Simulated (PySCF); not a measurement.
## Sc(4+) (scandium, charge +4) across methods

[Ne] 3s2 3p5, 2P determinant. All numbers are calculated (PySCF 2.14, the spin-free X2C one-electron Hamiltonian (Gaussian nucleus), in an uncontracted even-tempered set (21 s from 0.09 bohr⁻², ratio 2.5; 13 p from 0.12 bohr⁻², ratio 2.5; 5 d from 1.9 bohr⁻², ratio 2.7; 5 f from 2.9 bohr⁻², ratio 2.7)).

```csv
method,E (hartree),mean ε 3s β (eV),mean ε 3p α (eV),mean ε 3p β (eV),Σ⟨r²⟩ (bohr²),⟨S²⟩
PBE,-759.628,-104.55,-84.102,-82.465,10.33,0.751
r2SCANh,-759.816,-106.92,-85.988,-84.102,10.32,0.753
B3LYP,-759.864,-107.37,-86.259,-84.578,10.35,0.752
UHF,-759.11161,-117.17,-93.652,-91.463,10.37,0.754
LDA,-757.850,-104.50,-84.072,-82.445,10.35,0.751
PBE0,-759.671,-108.07,-86.809,-85.055,10.33,0.752
r2SCAN,-759.817,-105.68,-85.028,-83.163,10.32,0.753
```
